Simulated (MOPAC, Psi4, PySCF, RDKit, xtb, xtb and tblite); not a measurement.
Two geometries of SMILES [SeH]c1sc(C)cc1, relaxed at GFN2-xTB with one dihedral held; other torsions can differ between them too.

Structure A

```
13

C     -2.1870     0.3190     0.4380
C     -0.7636     0.0638     0.0947
C     -0.2529    -0.6761    -0.9227
C      1.1598    -0.7042    -0.9555
C      1.7127     0.0247     0.0511
Se     3.5504     0.3010     0.4397
S      0.5074     0.7592     1.0579
H     -2.8352    -0.2067    -0.2590
H     -2.4068    -0.0219     1.4494
H     -2.4099     1.3848     0.3901
H     -0.8654    -1.1946    -1.6392
H      1.7362    -1.2391    -1.6900
H      3.9923    -0.5102    -0.6763
```

Structure B

```
13

C      2.2350     0.2922     0.4516
C      0.8088     0.0662     0.0990
C      0.2975    -0.6722    -0.9232
C     -1.1125    -0.6759    -0.9664
C     -1.6668     0.0810     0.0186
Se    -3.5239     0.3233     0.3811
S     -0.4517     0.7885     1.0426
H      2.8785    -0.2315    -0.2512
H      2.4442    -0.0699     1.4579
H      2.4741     1.3550     0.4243
H      0.9103    -1.2045    -1.6291
H     -1.6946    -1.2099    -1.6962
H     -3.7238     1.3767    -0.5995
```

Task: Which is lower in energy at the level DF-MP2 (frozen core)/cc-pVTZ // GFN2-xTB in Psi4, and by how much?

Result: B is lower, by 9.05 kJ/mol (dihedral S7–C5–Se6–H13: 180° in A, 100° in B).

E(B) − E(A) in kJ/mol at the other levels, on the same two geometries: GFN2-xTB (xtb and tblite) 4.63; PBE/def2-SVP // GFN2-xTB (Psi4) -8.01; PBE-D3(BJ)/def2-SVP // GFN2-xTB (Psi4) -7.86; HF/cc-pVTZ // GFN2-xTB (Psi4) -11.07; UFF // GFN2-xTB (RDKit) -28.59; PM6, restricted, heats of formation // GFN2-xTB (MOPAC) -0.48; PM7, restricted, heats of formation // GFN2-xTB (MOPAC) -3.78; GFN1-xTB // GFN2-xTB (xtb) 9.99; restricted B3LYP/6-31G*, spherical d, density fitting // GFN2-xTB (PySCF) -10.83; restricted Hartree-Fock/6-31G*, spherical d, density fitting // GFN2-xTB (PySCF) -13.30; restricted M06-2X/6-31G*, spherical d, density fitting // GFN2-xTB (PySCF) -11.14; restricted BP86/6-31G*, spherical d, density fitting // GFN2-xTB (PySCF) -10.44.
